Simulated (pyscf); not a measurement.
## HO–Pb:–OH, singlet

Gas-phase minimum from PySCF at ωB97X-D3(BJ)/def2-SVP, one conformer. Other isomers of HO–Pb:–OH [singlet] were not searched in full and may lie lower. 

```
Pb
O 1 2.0989
H 2 0.9654 1 115.88
O 1 2.0990 2 96.89 3 -0.35
H 4 0.9654 1 115.83 2 0.17
```
Charge 0, spin multiplicity 1.

Properties at ωB97X-D3(BJ)/def2-SVP:

```yaml
harmonic_wavenumbers_unscaled: 169, 303, 382, 550, 572, 616, 745, 3887, 3887 cm⁻¹
zero_point_energy: 15.9 kcal/mol
rotational_symmetry_number: 2
Entropy of this conformer at 298 K and 1 atm, rigid rotor and harmonic oscillator, modes under 100 cm⁻¹ raised to 100: 303.8 J/(mol K)
dipole_moment: 0.80 D
```

Single-point totals, which compare only within one level (frozen core for MP2 and CC):

```csv
level,total energy (hartree)
ωB97X-D3(BJ)/def2-TZVP,-344.71808
PBE/def2-TZVP,-344.51757
r²SCAN/def2-TZVP,-344.65598
B3LYP-D3(BJ)/def2-TZVP,-344.71468
PBE0-D3(BJ)/def2-TZVP,-344.47528
M06-2X/def2-TZVP,-344.44930
ωB97M-D3(BJ)/def2-TZVP,-344.67460
HF/def2-TZVPP,-342.82318
MP2/def2-TZVPP,-343.71942
CCSD/def2-TZVPP,-343.68884
CCSD(T)/def2-TZVPP,-343.71774
```

Soft torsions are taken as harmonic, which can shift the entropy by several J/(mol K). The CCSD(T) − MP2 part came from Ansatz, without density fitting, on the same reference. The frozen core leaves the outer d or s,p core shells of the metals and heavy elements correlated in the MP2 and CC values, and def2-TZVPP describes them poorly, so these totals are far from the basis limit. Elements past Kr carry the def2 core potentials, without spin-orbit coupling.
